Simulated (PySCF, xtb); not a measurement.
Mn(O)2(OH)3 (H₃MnO₅), SMILES [O]=[Mn](=[O])([OH])([OH])[OH], multiplicity 1. One conformer was computed; it need not be the lowest.

Harmonic wavenumbers (cm⁻¹) from GFN2-xTB (xtb 6.7.1) at its own minimum, in rising order: 105, 272, 304, 334, 359, 389, 397, 435, 460, 490, 495, 532, 553, 700, 775, 822, 1029, 1118, 3490, 3506, 3526.

Question: What does PBE-D3(BJ)/def2-SVP in PySCF give at its own minimum? (Estimate from the structure and the level; the computed values follow.)

Answer: 71, 256, 295, 327, 345, 361, 401, 434, 452, 501, 593, 601, 656, 883, 924, 988, 1001, 1044, 3517, 3607, 3650. Paired by order, the mean absolute difference is 60 cm⁻¹ and the zero-point energies are 28.7 and 29.9 kcal/mol.
